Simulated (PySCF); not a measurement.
Radial density of Cd⁺ (cadmium, charge +1)

UHF, [Kr] 4d10 5s1, 2S determinant. Calculation: PySCF 2.14, in x2c-SVPall (6s6p5d1f, 56 functions); the spin-free X2C one-electron Hamiltonian (Gaussian nucleus).

| r (bohr) | 4πr²ρ (e/bohr) | 4πr²(ρα − ρβ) |
| --- | --- | --- |
| 0.0254 | 60.43 | 0.0024 |
| 0.0428 | 52.40 | -0.0014 |
| 0.0719 | 70.77 | 0.0087 |
| 0.121 | 70.61 | -0.0037 |
| 0.203 | 54.18 | -0.0093 |
| 0.342 | 56.02 | 0.0070 |
| 0.576 | 18.17 | 0.0293 |
| 0.968 | 19.50 | -0.0683 |
| 1.63 | 5.807 | 0.2583 |
| 2.74 | 0.8519 | 0.4340 |
| 4.61 | 0.07939 | 0.0767 |
| 7.75 | 0.0004051 | 0.0004 |

Densities and radii are taken from the X2C orbitals without a picture-change correction, which distorts them close to the nucleus.

(1) Where is the radial spin density 4πr²(ρα − ρβ) most negative, and why is it negative at all?

## Answers

(1) Around r = 0.968 bohr, down to -0.0683 e/bohr: exchange with the open shell polarises the paired shells in an unrestricted calculation.
